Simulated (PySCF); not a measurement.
C₃H₆FNSi, SMILES N1CC=C[Si@@H]1F.

Coordinates come from a PBE0-D3(BJ)/def2-SVP optimisation. The structure was generated by enumeration; whether it is a known compound was not checked. Other conformers were not sampled.

Method: TDDFT-PBE0/def2-SVPD (PySCF).

Vertical excitations. Isolated molecule, no solvent.

Problem. Estimate the UV-visible absorptions. (The exact figures need the calculation; the answer reports its results.)

Solution. 
```
state  energy (eV)  λ (nm)      f                          main pairs
-----  -----------  ------  -----  ----------------------------------
S1            5.60     221  0.032                      HOMO→LUMO 99 %
S2            6.54     190  0.002                    HOMO→LUMO+1 94 %
S3            6.85     181  0.062  HOMO−2→LUMO 63 %, HOMO−1→LUMO 33 %
S4            7.04     176  0.130  HOMO−1→LUMO 58 %, HOMO−2→LUMO 32 %
S5            7.11     174  0.030                    HOMO→LUMO+2 87 %
S6            7.37     168  0.005                  HOMO−1→LUMO+1 94 %
S7            7.62     163  0.060                    HOMO→LUMO+3 91 %
S8            7.84     158  0.005                    HOMO→LUMO+4 74 %
S9            7.93     156  0.020                  HOMO−1→LUMO+2 85 %
S10           8.07     154  0.049                    HOMO→LUMO+5 80 %
T1            4.27     290      0                    HOMO−1→LUMO 94 %
T2            5.26     236      0                      HOMO→LUMO 99 %
T3            6.27     198      0  HOMO→LUMO+1 82 %, HOMO→LUMO+2 13 %
T4            6.33     196      0                    HOMO−2→LUMO 93 %
```
Triplets are in the Tamm–Dancoff approximation, which puts them higher than full response would, so one can lie above its singlet here.
